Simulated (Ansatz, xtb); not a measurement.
## CH8N2OSi2: which of two isomers lies lower

Structure a is `N[Si@@H](C=O)N[SiH3]`, a singlet and structure b is `N[SiH2]N([SiH3])C=O`, a singlet. Both are isolated molecules in the gas phase, relaxed with B3LYP-D3(BJ)/def2-SVP, each in the lowest conformer that the search found.

Quicker runs give these differences E(b) − E(a): GFN2-xTB −164.7 kJ/mol; HF/STO-3G −27.7 kJ/mol (at GFN2-xTB geometries); r2SCAN-D4/def2-SVP −65.1 kJ/mol (at GFN2-xTB geometries).

Task: Estimate E(b) − E(a) at the level CCSD(T)/def2-SVP + ΔMP2/def2-TZVPP.

Result: Calculated at CCSD(T)/def2-SVP + ΔMP2/def2-TZVPP: E(b) − E(a) = −49.5 kJ/mol, so structure b lies lower.

The same difference at several levels:

```
                             level               geometry  E(b) − E(a) (kJ/mol)  departure from the last row (kJ/mol)  job, with rough time for the two
                          GFN2-xTB               GFN2-xTB                  −164.7                                −115.2              optimisation, 0.47 s
                         HF/STO-3G               GFN2-xTB                   −27.7                                 +21.9              single point, 0.52 s
                r2SCAN-D4/def2-SVP               GFN2-xTB                   −65.1                                 −15.6               single point, 5.7 s
             B3LYP-D3(BJ)/def2-SVP  B3LYP-D3(BJ)/def2-SVP                   −65.7                                 −16.2               optimisation, 4 min
                       HF/def2-SVP  B3LYP-D3(BJ)/def2-SVP                   −61.1                                 −11.6           part of the CCSD(T) run
                      MP2/def2-SVP  B3LYP-D3(BJ)/def2-SVP                   −70.3                                 −20.7           part of the CCSD(T) run
                  CCSD(T)/def2-SVP  B3LYP-D3(BJ)/def2-SVP                   −66.9                                 −17.3                      single point
CCSD(T)/def2-SVP + ΔMP2/def2-TZVPP  B3LYP-D3(BJ)/def2-SVP                   −49.5                                                      single point, 95 s
```

As drawn, b has 1 C–N, 1 Si–H in place of 1 C–Si, 1 N–H.

The levels shown agree on the order. The largest departure from CCSD(T)/def2-SVP + ΔMP2/def2-TZVPP is that of GFN2-xTB, 115.2 kJ/mol. The last row adds to CCSD(T) the change of the MP2 difference between the two basis sets, here +17.3 kJ/mol, a large step that makes the value less sure.

With thermal terms from frequencies at re-optimised GFN2-xTB minima (ideal gas, soft modes damped towards free rotors, one conformer each, 298.15 K, 1 atm): the zero-point term adds +1.3 kJ/mol; ΔH is −50.8 and ΔG −43.5 kJ/mol.

The correlated steps freeze 14 core orbitals. Mirror images aren't counted in ΔG. Codes used: Ansatz 0.2.0, xtb 6.7.1; the last row on 2 threads of Arm Neoverse V2 on a shared host.
